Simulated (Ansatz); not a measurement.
**Cost against result**

The pair of HBr (SMILES Br, atoms 1–2) and H₂Te (SMILES [TeH2], atoms 3–5), both closed shells, in one local arrangement (a lower one may exist), relaxed at PBE0-D4/def2-TZVP:

```csv
atom,x (Å),y (Å),z (Å)
Br1,-0.0964,0.3005,-2.7627
H2,0.0825,-0.0901,-1.3833
Te3,0.3667,-0.7307,1.1886
H4,-1.2095,-0.2984,1.4525
H5,0.8567,0.8187,1.5049
```

Interaction energies are counterpoise-corrected; the time is that of the whole pair.

Program: Ansatz 0.2.0. Basis: as named in each row. Cores are frozen in the correlated methods. Filled d shells of the heavier atoms are correlated. Core potentials replace the inner electrons of the atoms past krypton. The def2 sets are not built for correlating such inner shells, so the correlated values are less sure here. B3LYP uses VWN-RPA correlation. Extrapolation: Hartree–Fock as exp(−7.88 √X), correlation as X^−2.97.

Times are rough, for one single point on 4 threads of a shared host (Arm Neoverse V1).

The estimate by CCSD(T) at an estimated basis limit (MP2 extrapolated from triple and quadruple zeta, plus CCSD(T) − MP2 in triple zeta) is -11.8 kJ/mol.

| method | basis | time (s) | interaction energy (kJ/mol) | method less estimate |
| --- | --- | --- | --- | --- |
| SPW92 | def2-SVP | under 1 | -26.6 | -14.8 |
| PBE-D4 | def2-SVP | under 1 | -19.3 | -7.6 |
| PBE0-D4 | def2-SVP | under 1 | -16.9 | -5.1 |
| revPBE-D4 | def2-TZVPPD | 1 | -17.1 | -5.4 |
| PBE-D4 | def2-TZVPPD | 1 | -19.9 | -8.1 |
| BLYP-D4 | def2-TZVPPD | 2 | -16.4 | -4.7 |
| CCSD(T) | def2-SVP | 2 | -1.9 | 9.9 |
| PBE0-D4 | def2-TZVPPD | 2 | -17.0 | -5.2 |
| B3LYP-D4 | def2-TZVPPD | 2 | -15.2 | -3.5 |
| HSE06-D4 | def2-TZVPPD | 2 | -17.3 | -5.5 |
| r2SCAN-D4 | def2-TZVPPD | 3 | -15.4 | -3.6 |
| wB97M-V | def2-SVP | 3 | -11.2 | 0.6 |
| B2PLYP | def2-TZVPPD | 3 | -9.2 | 2.6 |
| wB97X-V | def2-TZVPPD | 5 | -11.1 | 0.7 |
| B97M-V | def2-TZVPPD | 6 | -12.7 | -0.9 |
| wB97M-V | def2-TZVPPD | 6 | -10.9 | 0.9 |
| MP2 | def2-QZVPPD | 6 | -13.9 | -2.2 |
| CCSD(T) | def2-TZVPPD | 43 | -8.4 | 3.4 |

T1 diagnostic: at most 0.011.
